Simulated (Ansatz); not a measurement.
Molecule: C₃H₁₂OSi₂, charge 0, multiplicity 1. 
Coordinates optimised at B3LYP-D3(BJ)/def2-TZVP (Ansatz, a first-principles code):
```xyz
18

Si    -2.3171     0.5580     0.5617
C     -1.6038    -0.8577    -0.4554
C     -0.6172    -0.4608    -1.5614
C      0.6014     0.2893    -1.0539
O      1.2740    -0.5006    -0.0782
Si     2.4610     0.0825     0.9012
H     -2.8874     1.5998    -0.3307
H     -3.3950     0.0489     1.4440
H     -1.2873     1.2011     1.4131
H     -2.4447    -1.4000    -0.8974
H     -1.1175    -1.5543     0.2318
H     -1.1131     0.1732    -2.3029
H     -0.2766    -1.3566    -2.0880
H      0.3036     1.2488    -0.6124
H      1.2809     0.5058    -1.8853
H      1.9832     1.2718     1.6503
H      3.6559     0.4835     0.1151
H      2.8096    -1.0101     1.8308
```

Total electronic energies in hartree. Valence correlation only, unless marked. No spin-orbit coupling. Non-relativistic. Basis-set limits of correlation are two-point, X^-3; Hartree-Fock from the larger set. The bracket is a focal-point correction in the basis named.

| level | program | energy (Eh) |
|---|---|---|
| HF/6-31G | Ansatz | -773.10982 |
| HF/6-31G* | Ansatz | -773.30217 |
| RI-HF/cc-pV(T+d)Z | Ansatz | -773.45078 |
| BLYP/def2-TZVPD | Ansatz | -775.75631 |
| PBE0-D4/def2-TZVP | Ansatz + dftd4 | -775.39491 |
| PBE0-D4/def2-TZVPD | Ansatz + dftd4 | -775.39607 |
| PBE0/def2-TZVPD | Ansatz | -775.38274 |
| r2SCAN0/def2-TZVPD | Ansatz | -775.66772 |
| HSE06-D4/def2-TZVPD | Ansatz + dftd4 | -775.37030 |
| MP2/6-31G* | Ansatz | -774.03092 |
| RI-MP2/CBS(cc-pV(T+d)Z,cc-pV(Q+d)Z) | Ansatz | -774.6107 |
| CCSD/aug-cc-pV(T+d)Z | Ansatz | -774.56417 |
| CCSD/cc-pwCVTZ | Ansatz | -774.55763 |
| RI-MP2/CBS(aug-cc-pV(T+d)Z,aug-cc-pV(Q+d)Z)+[CCSD(T)-MP2]/aug-cc-pV(T+d)Z | Ansatz | -774.7277 |
| CCSD(T)/CBS(cc-pV(T+d)Z,cc-pV(Q+d)Z) | Ansatz | -774.7132 |

Totals of different functionals don't rank their quality; only differences between species are comparable.
